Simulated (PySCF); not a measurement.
The numbers are results of M06-2X/def2-TZVP run with PySCF, not measurements. All species are isolated molecules in the gas phase. One relaxed conformer stands for a flexible species; it need not be the lowest. Delta-SCF ions had no search for a lower state. Excitations are Tamm–Dancoff values on a coarser integration grid. The basis has no diffuse functions, so Rydberg states are missing or too high.

Reference species (SMILES): `BC(C)C` (neutral, multiplicity 1).

| Property | Result |
|---|---|
| S1 excitation (TDA) | 5.42 eV |
| S1–T1 gap (TDA) | 0.45 eV |
| vertical ionisation energy (Delta-SCF) | 10.75 eV |

Changed species: `O=CB` (X = formyl; the reference has X = isopropyl).

Question: What does the change do to the S1 excitation (TDA), S1–T1 gap (TDA) and vertical ionisation energy (Delta-SCF)?

Answer: the S1 excitation (TDA) drops by 1.79 eV, to 3.63 eV; the S1–T1 gap (TDA) goes up by 0.08 eV, to 0.53 eV; the vertical ionisation energy (Delta-SCF) falls by 0.65 eV, to 10.10 eV.
